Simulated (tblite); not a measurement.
Species: ClH₅SSi₂ (charge +1 and doublet state).
Bonds: Si1–S2, S2–Si3, Si3–Cl4. Hydrogens: H5, H6, H7 on Si1; H8, H9 on Si3.

Computed with GFN2-xTB (tblite), gas phase: L-BFGS steps from a force-field or distance-geometry start until the largest atomic force falls under 0.01 eV/Å.

Step 77: E = -365.2785 eV
```
atom  x, y, z in Å  |  force x, y, z in eV/Å
Si1    -1.9574    0.0191   -0.1955    0.006  -0.037  -0.018
S2      0.0848   -0.2705   -1.0683   -0.005  -0.013   0.003
Si3     1.8924    0.0204    0.2956    0.013   0.012   0.011
Cl4     3.4214   -0.8621   -0.5462   -0.027   0.004  -0.006
H5     -2.2654    1.3301   -0.7533   -0.008   0.019  -0.004
H6     -1.7067   -0.0274    1.2402   -0.006   0.003  -0.016
H7     -2.6553   -1.1089   -0.7995    0.025   0.026   0.024
H8      1.8642    1.4780    0.2976   -0.015  -0.028   0.014
H9      1.3355   -0.5727    1.5043    0.016   0.012  -0.008
```

Step 78: E = -365.2789 eV
```
atom  x, y, z in Å  |  force x, y, z in eV/Å
Si1    -1.9579    0.0223   -0.1958    0.006  -0.053  -0.029
S2      0.0837   -0.2793   -1.0661    0.001  -0.011   0.009
Si3     1.8926    0.0178    0.2957   -0.008   0.043   0.018
Cl4     3.4229   -0.8555   -0.5496   -0.004  -0.007  -0.021
H5     -2.2621    1.3320   -0.7585   -0.007   0.021  -0.003
H6     -1.7071   -0.0236    1.2395   -0.007   0.006  -0.009
H7     -2.6569   -1.1063   -0.7986    0.024   0.033   0.028
H8      1.8530    1.4760    0.3010   -0.011  -0.039   0.012
H9      1.3454   -0.5776    1.5071    0.005   0.006  -0.006
```

Step 79: E = -365.2794 eV
```
atom  x, y, z in Å  |  force x, y, z in eV/Å
Si1    -1.9571    0.0276   -0.1974    0.003  -0.048  -0.045
S2      0.0828   -0.3014   -1.0624    0.005  -0.005   0.017
Si3     1.8920    0.0143    0.2959   -0.027   0.059   0.025
Cl4     3.4285   -0.8387   -0.5561    0.014  -0.012  -0.032
H5     -2.2522    1.3363   -0.7690    0.001   0.007   0.004
H6     -1.7063   -0.0136    1.2374   -0.006   0.012   0.006
H7     -2.6634   -1.0999   -0.7927    0.018   0.030   0.025
H8      1.8283    1.4722    0.3096   -0.003  -0.047   0.007
H9      1.3609   -0.5908    1.5095   -0.006   0.003  -0.007
```

Step 80: E = -365.2800 eV
```
atom  x, y, z in Å  |  force x, y, z in eV/Å
Si1    -1.9529    0.0332   -0.2007   -0.004  -0.034  -0.043
S2      0.0828   -0.3336   -1.0598    0.007   0.004   0.021
Si3     1.8898    0.0102    0.2964   -0.027   0.062   0.013
Cl4     3.4373   -0.8137   -0.5642    0.010  -0.001  -0.029
H5     -2.2365    1.3413   -0.7819    0.012  -0.009   0.006
H6     -1.6996    0.0025    1.2336   -0.006   0.015   0.014
H7     -2.6750   -1.0911   -0.7809    0.014   0.023   0.016
H8      1.7930    1.4666    0.3238    0.008  -0.051  -0.001
H9      1.3746   -0.6095    1.5086   -0.015  -0.007   0.002
```

Problem. Estimate the geometry and energy of step 81. (The exact step hangs on the optimiser's Hessian estimate; all steps are aligned on step 80, rigid shifts and turns removed.)

Solution. E = -365.2803 eV, largest force 0.030 eV/Å
```
atom  x, y, z in Å  |  force x, y, z in eV/Å
Si1    -1.9489    0.0356   -0.2039   -0.008  -0.010  -0.025
S2      0.0839   -0.3540   -1.0583    0.003   0.008   0.015
Si3     1.8875    0.0095    0.2969   -0.011   0.019   0.005
Cl4     3.4417   -0.7976   -0.5694   -0.004   0.012  -0.018
H5     -2.2256    1.3439   -0.7898    0.020  -0.021   0.006
H6     -1.6930    0.0129    1.2302   -0.006   0.017   0.016
H7     -2.6837   -1.0854   -0.7713    0.007   0.006   0.002
H8      1.7715    1.4628    0.3338    0.012  -0.023  -0.005
H9      1.3801   -0.6217    1.5066   -0.015  -0.008   0.005
```

The energy changes by -0.0003 eV. The first-order estimate −F·Δx gives -0.0005 eV and the mean of the old and new forces, exact on a quadratic surface, -0.0003 eV. The step makes an angle of 85° with the force vector and moves no atom by more than 0.024 Å.

What follows is the cost of the whole relaxation. On Arm Neoverse V2, one thread, on a shared host, this took 0.55 s wall.
